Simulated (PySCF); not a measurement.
Ionisation energy of Bi⁴⁰⁺ by level of theory

Bi⁴⁰⁺ [Kr] 4d7 [4d3/2^4 4d5/2^3, M_J = 9/2] → Bi⁴¹⁺ [Kr] 4d6 [4d3/2^4 4d5/2^2, M_J = 4], as a difference of total energies. Calculation: PySCF 2.14, in an uncontracted even-tempered set (16 s from 4.8 bohr⁻², ratio 2.8; 14 p from 6.2 bohr⁻², ratio 2.8; 9 d from 6.2 bohr⁻², ratio 2.8; 3 f from 27 bohr⁻², ratio 3); the two-component X2C-1e Hamiltonian. Correlated levels: [Ar] 3d10 frozen; the 90 highest virtual spinors dropped. "Screened" scales the spin-orbit matrix elements by Boettger's factors to mimic the two-electron term; Breit and QED terms are absent.

```
                    method  ionisation energy (eV)
           GHF (spin-free)                  1974.9
          GMP2 (spin-free)                  1975.2
 GHF (screened spin-orbit)                  1966.3
GMP2 (screened spin-orbit)                  1966.1
```

Breit and QED terms and the two-electron picture change are absent.

The spin-free rows relax to the high-spin LS determinant and lack the spin-orbit shift.

The labels give the starting determinants; with spin-orbit coupling the two ends relaxed to ⟨J²⟩ = 24.75, ⟨L²⟩ = 16.06, ⟨S²⟩ = 2.63 and ⟨J²⟩ = 20.01, ⟨L²⟩ = 12.92, ⟨S²⟩ = 2.99.

For comparison: 1967 ± 4 eV (theoretical estimate listed by NIST; NIST Atomic Spectra Database, ionization energies).
